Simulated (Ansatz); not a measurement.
Gas-phase electronic energies from Ansatz, PBE0-D4/def2-TZVP geometries. CCSD(T)/CBS is the MP2 limit (def2-TZVPP, def2-QZVPP) plus CCSD(T) − MP2 in def2-TZVPP, frozen cores. DFT in def2-TZVPP. B3LYP here is the variant with VWN-RPA as its local correlation; programs differ in this. HSE06 is defined as in plane-wave codes. For Ge, Sc outer-core shells are correlated without core-valence functions, which leaves a few kJ/mol of doubt a bond. Scalar relativity is left out up to krypton. Each species was taken in one conformer, which may not be the lowest.

`[SiH3][N]([SiH3])[GeH3]` + `[OH][Sc]([F])[Cl]` → `[F][Sc]([Cl])[O][SiH3]` + `[SiH3][NH][GeH3]`  (ligand exchange at the Si–N bond)

```csv
level,ΔE (kJ/mol),difference from CCSD(T)/CBS
LDA (SPW92),-40.4,9.2
revPBE-D4,-40.3,9.3
BLYP-D4,-47.9,1.7
r2SCAN-D4,-49.6,0.0
B97M-V,-53.9,-4.3
PBE0-D4,-44.8,4.8
r2SCANh-D4,-49.6,0.0
r2SCAN0-D4,-49.6,0.0
HSE06-D4,-45.0,4.6
BHLYP-D4,-52.2,-2.6
CAM-B3LYP-D4,-52.5,-2.9
ωB97X-V,-48.8,0.8
ωB97M-V,-46.7,2.9
B2PLYP,-55.6,-6.0
PBE-QIDH,-48.6,1.0
PBE,-49.4,0.2
BLYP,-61.1,-11.5
r2SCAN,-51.2,-1.6
PBE0,-50.5,-0.9
B3LYP,-60.3,-10.7
r2SCANh,-51.3,-1.7
r2SCAN0,-51.5,-1.9
HSE06,-50.4,-0.8
BHLYP,-62.0,-12.4
CAM-B3LYP,-58.5,-8.9
LC-ωPBE,-49.5,0.1
RPA@PBE/def2-TZVPP,-48.1,1.5
HF/def2-SVP,-67.9,-18.3
MP2/def2-SVP,-51.5,-1.9
CCSD(T)/def2-SVP,-51.9,-2.3
HF/def2-TZVPP,-69.9,-20.3
MP2/def2-TZVPP,-46.0,3.6
SCS-MP2/def2-TZVPP,-51.1,-1.5
CCSD(T)/def2-TZVPP,-48.5,1.1
HF/def2-QZVPP,-71.4,-21.8
MP2/def2-QZVPP,-47.2,2.4
SCS-MP2/def2-QZVPP,-52.4,-2.8
HF/CBS(def2),-71.6,-22.0
MP2/CBS(def2),-47.2,2.4
CCSD/CBS(def2),-52.7,-3.1
CCSD(T)/CBS,-49.6,0
```

Largest T1 diagnostic among the species: 0.016.

Leaving LDA and LC-ωPBE aside and taking each functional with its dispersion term where it has one, the values spread over 15.3 kJ/mol, from B2PLYP to revPBE-D4. LDA lies +9.0 kJ/mol from PBE without D4. The D4 term adds +10.6 kJ/mol with B3LYP and +5.7 kJ/mol with PBE0; it sums over pairs of atoms, weighted by their polarisabilities, and B3LYP, whose exchange is more repulsive, gets the larger term.
